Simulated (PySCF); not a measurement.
**State search for GeO⁺**

Unrestricted PBE0; Ge pcseg-1, O pcseg-1; no relativity (PySCF 2.14). Outer shells of the fragments: Ge+ 3d10 4s2 4p1; O 2s2 2p4.

Followed along the bond (rough minima from three points):

```tsv
2Ms+1	unpaired	⟨S²⟩ at the start	R at minimum (Å)	Te (eV)
2	π ↑	0.76	1.82	0.00
2	σ ↑	0.77	1.68	0.31
4	σ ↑, π ↑↑	3.76	none in the scan	≤ 3.42
```

Solutions found at the starting distance of 1.860 Å, counted from the lowest of them; the search is not exhaustive and high or unbound solutions are not listed, so other states can lie among these:

| 2Ms+1 | unpaired | term | E (eV) | ⟨S²⟩ | ⟨Lz²⟩ | μ (D) |
| --- | --- | --- | --- | --- | --- | --- |
| 2 | π ↑ | ²Π | 0.00 | 0.76 | 1.01 | -2.56 |
| 2 | σ ↑ | ²Σ⁺ | 0.68 | 0.77 | 0.00 | -3.66 |
| 4 | σ ↑, π ↑↑ | mixed | 3.56 | 3.76 | 2.01 | -1.19 |
| 4 | σ ↑, π ↑↑ | mixed | 3.79 | 3.76 | 2.00 | -1.18 |
| 2 | σ ↑, π ↑↓ | mixed | 4.22 | 1.77 | 2.01 | -0.72 |
| 4 | π ↑↑↑ | ⁴Π | 4.26 | 3.76 | 1.01 | 1.60 |
| 2 | σ ↓, π ↑↑ | mixed | 4.41 | 1.77 | 2.01 | -1.00 |
| 4 | σ ↑↑, π ↑ | ⁴Π | 6.64 | 3.76 | 1.01 | -0.38 |

A term symbol is given only where ⟨S²⟩ and ⟨Lz²⟩ are close to those of a pure state; real π, δ and φ orbitals otherwise mix terms. A positive dipole points towards O; it is taken about the centre of mass and depends on that origin.

Compare the gap between the two lowest followed solutions at the starting distance with the gap between their minima.

At PBE0 the second solution (doublet, unpaired electrons σ ↑) lies +0.68 eV from the first (doublet, unpaired electrons π ↑) at 1.860 Å and +0.31 eV at the minima; the two curves relax by different amounts, since their minima lie near 1.68 and 1.82 Å.

Spin–orbit coupling is left out. Counting both spins, an empty level lies below a filled one in some of these solutions, because spin and occupation are held.
